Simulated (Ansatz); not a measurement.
One change: `[NH2][AlH][SiH2]S` becomes `[NH2][AlH][SiH2]O`.

Ansatz, PBE0-D4/def2-TZVP geometries, multiplicity 1. Each molecule was computed in one conformer, which needn't be the lowest.

| property | `[NH2][AlH][SiH2]S` |
| --- | --- |
| HOMO energy (B3LYP/def2-TZVPP) / eV | -6.70 |
| HOMO–LUMO gap (ωB97M-V/def2-TZVPP) / eV | 9.36 |
| HOMO–LUMO gap (PBE/def2-TZVPP) / eV | 3.79 |
| HOMO–LUMO gap (PBE0/def2-TZVPP) / eV | 5.65 |
| HOMO energy (PBE/def2-TZVPP) / eV | -5.79 |
| LUMO energy (B3LYP/def2-TZVPP) / eV | -1.42 |

Task: What does the change do to each property? (Estimate.)

Result: Ansatz gave: 
```json
{"property": "HOMO energy (B3LYP/def2-TZVPP) / eV", "`[NH2][AlH][SiH2]O`": "-6.88", "shift": "-0.18"}
{"property": "HOMO–LUMO gap (ωB97M-V/def2-TZVPP) / eV", "`[NH2][AlH][SiH2]O`": "9.56", "shift": "0.20"}
{"property": "HOMO–LUMO gap (PBE/def2-TZVPP) / eV", "`[NH2][AlH][SiH2]O`": "3.97", "shift": "0.18"}
{"property": "HOMO–LUMO gap (PBE0/def2-TZVPP) / eV", "`[NH2][AlH][SiH2]O`": "5.87", "shift": "0.22"}
{"property": "HOMO energy (PBE/def2-TZVPP) / eV", "`[NH2][AlH][SiH2]O`": "-5.90", "shift": "-0.11"}
{"property": "LUMO energy (B3LYP/def2-TZVPP) / eV", "`[NH2][AlH][SiH2]O`": "-1.37", "shift": "0.05"}
```

With PBE0 the HOMO falls by 0.15 eV and the LUMO rises by 0.07 eV, so the gap widens by about 0.22 eV. PBE moves the HOMO by -0.11 eV and ωB97M-V by -0.13 eV.

B3LYP here is the variant with VWN-RPA as its local correlation; programs differ in this.
